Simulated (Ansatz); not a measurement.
[Ni(SH)4]2- (NiH4S4²⁻), relaxed as a singlet with RKS B3LYP-D4/def2-SVPD in Ansatz, starting from the GFN2-xTB (ALPB water) geometry. Force threshold 0.02 eV/Å.

A multiply charged anion in the gas phase is held together partly by the finite basis. The restricted singlet is unstable towards broken spin symmetry at other levels; at B3LYP-D4/def2-SVPD this wasn't settled. The highest occupied level of the charge -2 singlet lies above zero (up to 2.34 eV). The electron is either unbound and held by the finite basis, or the level is raised by self-interaction error. The relaxation made no stability test and no search for a lower SCF solution. At B3LYP-D4/def2-SVPD a triplet of charge -2 lies 0.25 eV below the restricted singlet, each at its own geometry.

Start:

Cartesian coordinates in Å:
```
Ni -0.0084 -0.0008 -0.0024
S -0.6629 1.2086 1.7264
H -0.9780 0.2960 2.6372
S 0.4971 -1.2068 -1.7818
H 0.7744 -0.2938 -2.7046
S -0.2994 -1.8476 1.1733
H 0.0343 -2.8086 0.3208
S 0.4355 1.8461 -1.1279
H 0.2074 2.8070 -0.2411
```

```
step  energy (eV)  largest force component (eV/Å)  SCF passes
   1  -84439.4893                           0.819          26
   2  -84439.6380                           0.329          24
   3  -84439.6604                           0.231          24
   4  -84439.6752                           0.011          25
```

Force components are those of the run's own axes.

End:

```xyz
9

Ni    0.001    0.000    0.000
S    -0.626    1.259    1.814
H    -0.936    0.298    2.722
S     0.576   -1.259   -1.831
H     0.858   -0.298   -2.747
S    -0.358   -1.919    1.208
H    -0.050   -2.878    0.298
S     0.415    1.919   -1.189
H     0.120    2.878   -0.275
```

By distances, no bond broke or formed. The bond that changes most is Ni1–S8, from 2.21 to 2.30 Å (atoms count from 1).

No frequencies were taken in this run, so the end may be a saddle point.

It took 9.5 s on 4 threads of Intel Xeon 6975P-C on a shared host, peak host memory 0.58 GiB.
